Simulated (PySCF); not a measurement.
## InTe: from constants to spectrum

UHF-CCSD(T) constants of InTe, ²Π (doublet), unpaired electrons π ↑ (In cc-pVDZ-PP with ECP28, Te cc-pVDZ-PP with ECP28; scalar-relativistic core potentials (PySCF 2.14); masses 114.9039 and 129.9062 u):

* ωe: 161.7 cm⁻¹
* ωexe: 0.297 cm⁻¹
* Be: 0.033396 cm⁻¹
* αe: 9.02e-05 cm⁻¹
* D (centrifugal): 5.7e-09 cm⁻¹
* De to In + Te: 2.26 eV

(1) Give the vibrational terms G(v) and spacings up to v = 6.

(2) How well does the Morse estimate ωe²/(4ωexe) reproduce De, and what is D0?

Correlated steps freeze 8 core orbitals. Correlated levels converge slowly with the basis: in double zeta they bind strong bonds too weakly, by up to about 1 eV, and carry superposition errors of some tenths. These are scalar-relativistic numbers at best; spin–orbit coupling would shift them, the dissociation energy most. The state was picked by a PBE0 search and need not be the measured ground state.

## Answers

(1) G(v) = ωe(v+½) − ωexe(v+½)².

```json
{"v": "0", "G(v) (cm⁻¹)": "80.8", "G(v) − G(v−1)": "", "Bv (cm⁻¹)": "0.03335"}
{"v": "1", "G(v) (cm⁻¹)": "241.9", "G(v) − G(v−1)": "161.1", "Bv (cm⁻¹)": "0.03326"}
{"v": "2", "G(v) (cm⁻¹)": "402.4", "G(v) − G(v−1)": "160.5", "Bv (cm⁻¹)": "0.03317"}
{"v": "3", "G(v) (cm⁻¹)": "562.3", "G(v) − G(v−1)": "159.9", "Bv (cm⁻¹)": "0.03308"}
{"v": "4", "G(v) (cm⁻¹)": "721.6", "G(v) − G(v−1)": "159.3", "Bv (cm⁻¹)": "0.03299"}
{"v": "5", "G(v) (cm⁻¹)": "880.4", "G(v) − G(v−1)": "158.7", "Bv (cm⁻¹)": "0.03290"}
{"v": "6", "G(v) (cm⁻¹)": "1038.5", "G(v) − G(v−1)": "158.1", "Bv (cm⁻¹)": "0.03281"}
```

(2) It gives 2.73 eV, 121 % of the computed De. D0 = De − G(0) = 2.26 − 0.01 = 2.25 eV.
